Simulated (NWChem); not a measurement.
Molecule: C$_{2}$H$_{3}$ClO$_{2}$Si; SMILES O[Si@]1(Cl)C=CO1

```xyz
9

O     -1.8667     0.4182    -0.0009
Si    -0.2807    -0.0047    -0.0605
Cl     0.7390     1.7717     0.0107
C      0.3803    -1.3898    -1.0698
C      0.6489    -1.9412     0.1302
O      0.2253    -1.1071     1.1698
H     -2.4990    -0.3164     0.0040
H      0.5957    -1.7602    -2.0600
H      1.1211    -2.8728     0.4344
```
Atoms are numbered in this order, from 1.

Computed with NWChem. All runs use the structure optimised with B3LYP/6-31G* (spherical d). GIAO values for the isolated, static molecule; σ is the absolute isotropic shielding, δ = σ(reference) − σ with the isolated reference molecule computed at the same levels (13C: tetramethylsilane, 1H: tetramethylsilane, 17O: water, 29Si: tetramethylsilane).

Question: Predict the results for PBE/pcSseg-1. Quantities: δ O1 (ppm); δ Si2 (ppm); σ Cl3 (ppm); δ C4 (ppm); δ C5 (ppm); δ H7 (ppm); δ H8 (ppm).

Answer: 
| Quantity | Result |
|---|---|
| δ O1 (ppm) | 87.4 |
| δ Si2 (ppm) | -10.4 |
| σ Cl3 (ppm) | 874.1 |
| δ C4 (ppm) | 103.7 |
| δ C5 (ppm) | 173.6 |
| δ H7 (ppm) | 2.88 |
| δ H8 (ppm) | 4.84 |
